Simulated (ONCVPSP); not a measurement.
# Nb (Z = 41): one change to an ONCV potential, before and after

ONCVPSP 4.0.1 input, shortened (lines: element, Z, core and valence counts, functional; n l f; lmax; l rc ep ncon nbas qcut; lloc lpopt rc5 dvloc0; l nproj debl; icmod fcfact rcfact), LDA (Perdew-Wang 92), scalar-relativistic:

```
  Nb 41.00    6    4  -001012      upf
    1    0    2.00
    2    0    2.00
    2    1    6.00
    3    0    2.00
    3    1    6.00
    3    2   10.00
    4    0    2.00
    4    1    6.00
    4    2    4.00
    5    1    1.00
    2
    0    1.55    0.00    5    8    6.80
    1    1.80    0.00    4    8    9.60
    2    1.85    0.00    4    8    5.40
    4    5    1.20    0.00
    0    2    1.30
    1    2    0.70
    2    1    3.80
    3    4.75    1.45
```

In the s channel the program set the typed energies aside and used -2.194, 0.250 Ha.

All-electron outer shells of the reference configuration (LDA (PZ), scalar-relativistic, ld1.x):

```json
{"shell": "3d", "level (eV)": "-197.81", "outermost node (bohr)": "–", "outermost maximum (bohr)": "0.33"}
{"shell": "4s", "level (eV)": "-59.70", "outermost node (bohr)": "0.53", "outermost maximum (bohr)": "1.02"}
{"shell": "4p", "level (eV)": "-35.86", "outermost node (bohr)": "0.54", "outermost maximum (bohr)": "1.12"}
{"shell": "4d", "level (eV)": "-4.34", "outermost node (bohr)": "0.55", "outermost maximum (bohr)": "1.51"}
{"shell": "5p", "level (eV)": "-1.89", "outermost node (bohr)": "1.62", "outermost maximum (bohr)": "4.05"}
```

Change: core correction none.

Cutoffs: the cutoffs (Ha) at which the residual kinetic energy of the hardest occupied pseudo-wave falls to 1 and 0.1 mHa per electron; they do not see the model core or the augmentation charge, which bear on the density cutoff. Errors are all-electron minus pseudo energies relative to the spin-unpolarised reference configuration.

Question: What does the change do?

Answer: The potential gets neither clearly harder nor softer (23 Ha and 60 Ha → 23 Ha and 60 Ha); of the 4 tests that both files solve, the error grows in 0 and shrinks in 1 by more than 15 % and 0.3 meV (median size 0.6 → 0.6 meV); neither file shows a bound ghost.

```csv
quantity,base,changed
"cutoff, loose",23 Ha,23 Ha
"cutoff, tight",60 Ha,60 Ha
bound ghosts,none,none
GHOST(+) flags under 300 eV,s at 204.3 eV,s at 204.3 eV
"error for 4s2 4p6 4d4 5s1 5p0, meV [ΔE -3.05 eV]",+0.4,+0.5
"error for 4s2 4p6 4d4 5p0, meV [ΔE 3.86 eV]",-0.8,-0.8
"error for 4s2 4p6 4d3 5p0, meV [ΔE 18.14 eV]",0.0,+0.2
"error for 4s1 4p6 4d4 5s1 5p0, meV [ΔE 61.08 eV]",-57,-39
s: phases at 1.57 bohr within 0.05 rad from the reference energy up to (Ha; the scan ends near 5),to the end of the scan,to the end of the scan
p: phases at 1.83 bohr within 0.05 rad from the reference energy up to (Ha; the scan ends near 5),to the end of the scan,to the end of the scan
d: phases at 1.88 bohr within 0.05 rad from the reference energy up to (Ha; the scan ends near 5),3.0,3.0
```
